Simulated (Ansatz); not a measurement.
Reaction (isomerisation): `[SiH3]C1=CN1` → `C=C1N[SiH2]1`

Program: Ansatz. Geometries: PBE0-D4/def2-TZVP. ΔE: electronic, gas phase. CCSD(T)/CBS adds triple-zeta CCSD(T) − MP2 to the extrapolated MP2 energy (def2 sets, frozen cores). Functionals use def2-TZVPP.

Problem. Is it downhill or uphill in electronic energy at CCSD(T)/CBS, and by how much? (An estimate is asked.)

Solution. Ansatz gave: Downhill: ΔE = -1.79 eV.

Problem. What do these levels give: r2SCAN-D4, r2SCAN0-D4, B2PLYP, revPBE, BLYP, r2SCAN, PBE0, r2SCAN0, RPA@PBE/def2-TZVPP, CCSD/def2-SVP, CCSD(T)/def2-SVP, HF/def2-QZVPP? (Estimate.)

Solution. Ansatz gave: r2SCAN-D4 -1.94, r2SCAN0-D4 -1.97, B2PLYP -1.85, revPBE -1.79, BLYP -1.81, r2SCAN -1.94, PBE0 -1.91, r2SCAN0 -1.96, RPA@PBE/def2-TZVPP -1.68, CCSD/def2-SVP -1.71, CCSD(T)/def2-SVP -1.69, HF/def2-QZVPP -1.84 eV.

Largest T1 diagnostic among the species: 0.014.

Leaving LDA and LC-ωPBE aside and taking each functional with its dispersion term where it has one, the values, not all of them listed here, spread over 0.15 eV, from r2SCAN0-D4 to revPBE-D4. LDA lies −0.22 eV from PBE without D4. From PBE to PBE0 (25 % exact exchange), in def2-TZVPP and without D4, ΔE moves by −0.05 eV. At CCSD(T), def2-SVP lies +0.10 eV from the extrapolated value and def2-TZVPP +0.02 eV.
